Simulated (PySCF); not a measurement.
A structure optimised at PBE0-D3(BJ)/def2-SVP, used in a PySCF frequency run:

```xyz
11

B      0.8478     0.2466     1.7487
C      0.0744    -0.5062     0.6291
C     -0.5075     0.2954    -0.4874
C     -0.3452     0.0394    -1.7865
H     -0.7523    -0.8905     1.2822
H      0.5853    -1.4153     0.2736
H     -1.0895     1.1775    -0.1909
H      0.2324    -0.8244    -2.1323
H     -0.7796     0.6860    -2.5531
H      1.5878    -0.3607     2.4889
H      0.6471     1.4225     1.9575
```

Q: Write its SMILES and formula.

A: BCC=C, C3H7B

Q: What are its rotational constants (standard atomic weights)?

A: 26.742, 4.2162, 4.0052 GHz
